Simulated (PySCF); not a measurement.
## Electron correlation in Nb³⁺ (niobium, charge +3)

[Kr] 4d2, high-spin 3F determinant. All numbers are calculated (PySCF 2.14, scalar relativity by spin-free X2C-1e, in ANO-RCC-VTZP). Frozen: [Kr]; 2 electrons correlated.

With two correlated electrons CCSD is exact within the correlated space (frozen core and kept virtual orbitals).

```tsv
level	correlation energy (mhartree)
CCSD	-4.77
```

Diagnostics: T1 = 0.00053, D1 = 0.0007, largest double amplitude 0.016.

Is a single reference adequate?

Yes, within this model without spin-orbit coupling: T1 lies below 0.03 and no double amplitude reaches 0.07.
